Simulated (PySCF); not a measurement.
Ga, quartet.

The PySCF input:
```python
from pyscf import gto, scf

mol = gto.M(
    atom='''
Ga    0.00000000    0.00000000    0.00000000
''',
    basis='6-31g**',
    spin=3,
    verbose=3,
)

mf = scf.UHF(mol)
mf.kernel()
```

Q: What does this run give for the <S^2>, total energy, HOMO energy?

A: 
```
Item                  Value
------------  -------------
<S^2>                 3.752
total energy  -1922.8307 Eh
HOMO energy        -7.22 eV
```

These values belong to the state on which the SCF converged, which isn't shown to be the lowest.
